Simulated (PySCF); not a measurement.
Si (silicon, neutral): UHF calculation

Configuration: [Ne] 3s1 3p3, high-spin 5S determinant (an excited configuration). Calculation: PySCF 2.14, in aug-cc-pCVTZ-DK with one added diffuse shell each of s, p, d, f type (9s8p6d4f, 91 functions); scalar relativity by spin-free X2C-1e.

* Total energy: -289.361225 hartree
* One-electron energy: -400.8466 hartree
* Hartree (Coulomb) energy: 131.9758 hartree
* Exchange energy: -20.4904 hartree
* ⟨S²⟩: 6.0001
* ⟨L²⟩: 0.000
* Sum of ⟨r⟩: 14.56 bohr
* Sum of ⟨r²⟩: 32.52 bohr²
* Langevin diamagnetic susceptibility: -25.8 ×10⁻⁶ cm³/mol

```
shell  electrons  mean orbital energy (hartree)  rms radius, mean of both spins (bohr)
 1s α          1                      -69.01515                                  0.129
 1s β          1                      -68.98426                                  0.129
 2s α          1                       -6.22526                                  0.613
 2s β          1                       -6.17900                                  0.613
 2p α          3                       -4.30689                                  0.598
 2p β          3                       -4.26058                                  0.598
 3s α          1                       -0.72563                                   2.32
 3p α          3                       -0.34804                                   2.84
```

Densities and radii are taken from the X2C orbitals without a picture-change correction, which distorts them close to the nucleus.

Spin-orbit constants ζ (cm⁻¹) from the X2C one-electron operator on these orbitals: bare nucleus, nucleus screened by l(l+1)(2l+1)/3 electrons, and screened by the Breit-Pauli mean field of the electrons.

```tsv
shell	bare	screened nucleus	mean field
2p	3881	3327	3075
3p	186.8	160.1	145.2
```
